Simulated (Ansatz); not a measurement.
Start from `B[SiH2]F` and change one element to get `F[SiH2][GaH2]`.

Ansatz, PBE0-D4/def2-TZVP geometries, multiplicity 1. 

Scalar relativity is left out up to krypton.

| property | `B[SiH2]F` |
| --- | --- |
| LUMO energy (PBE0/def2-TZVPP) / eV | -2.70 |
| HOMO energy (PBE0/def2-TZVPP) / eV | -8.52 |
| HOMO–LUMO gap (PBE/def2-TZVPP) / eV | 3.51 |
| LUMO energy (ωB97M-V/def2-TZVPP) / eV | -0.71 |
| zero-point energy (PBE0-D4/def2-TZVP) / kJ/mol | 102.9 |
| HOMO–LUMO gap (PBE0/def2-TZVPP) / eV | 5.82 |

Question: Give the same properties after the change, and the shifts. (An estimate is asked.)

Answer: Ansatz gave: 
| property | `F[SiH2][GaH2]` | shift |
| --- | --- | --- |
| LUMO energy (PBE0/def2-TZVPP) / eV | -2.31 | 0.39 |
| HOMO energy (PBE0/def2-TZVPP) / eV | -7.69 | 0.83 |
| HOMO–LUMO gap (PBE/def2-TZVPP) / eV | 3.46 | -0.05 |
| LUMO energy (ωB97M-V/def2-TZVPP) / eV | -0.57 | 0.14 |
| zero-point energy (PBE0-D4/def2-TZVP) / kJ/mol | 86.0 | -16.9 |
| HOMO–LUMO gap (PBE0/def2-TZVPP) / eV | 5.38 | -0.44 |

With PBE0 the HOMO rises by 0.83 eV and the LUMO rises by 0.39 eV, so the gap narrows by about 0.44 eV. PBE moves the HOMO by 0.66 eV and ωB97M-V by 0.99 eV.
